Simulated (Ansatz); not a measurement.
`[CH3][Ti]([CH3])([OH])[OH]` and `[CH3][Ti]([OH])([OH])[F]` differ in one atom or group.

Ansatz, PBE0-D4/def2-TZVP geometries, multiplicity 1. Each molecule was computed in one conformer, which needn't be the lowest.

Scalar relativity is left out up to krypton.

```
                             property  `[CH3][Ti]([CH3])([OH])[OH]`
HOMO energy (ωB97M-V/def2-TZVPP) / eV                         -9.79
 HOMO–LUMO gap (PBE0/def2-TZVPP) / eV                          6.22
HOMO–LUMO gap (B3LYP/def2-TZVPP) / eV                          5.68
   HOMO energy (PBE0/def2-TZVPP) / eV                         -7.40
  HOMO energy (B3LYP/def2-TZVPP) / eV                         -7.17
LUMO energy (ωB97M-V/def2-TZVPP) / eV                          0.95
```

Q: Give the same properties after the change, and the shifts. (An estimate is asked.)

A: Ansatz gave: 
```tsv
property	`[CH3][Ti]([OH])([OH])[F]`	shift
HOMO energy (ωB97M-V/def2-TZVPP) / eV	-10.28	-0.49
HOMO–LUMO gap (PBE0/def2-TZVPP) / eV	6.47	0.25
HOMO–LUMO gap (B3LYP/def2-TZVPP) / eV	5.90	0.22
HOMO energy (PBE0/def2-TZVPP) / eV	-7.93	-0.53
HOMO energy (B3LYP/def2-TZVPP) / eV	-7.69	-0.52
LUMO energy (ωB97M-V/def2-TZVPP) / eV	0.86	-0.09
```

With PBE0 the HOMO falls by 0.53 eV and the LUMO falls by 0.28 eV, so the gap widens by about 0.25 eV. PBE moves the HOMO by -0.50 eV and ωB97M-V by -0.49 eV. The zero-point energy changes by -82.2 kJ/mol with -9 modes.

Positive LUMOs are unbound, so they and the gaps depend on the basis.

B3LYP here is the variant with VWN-RPA as its local correlation; programs differ in this.
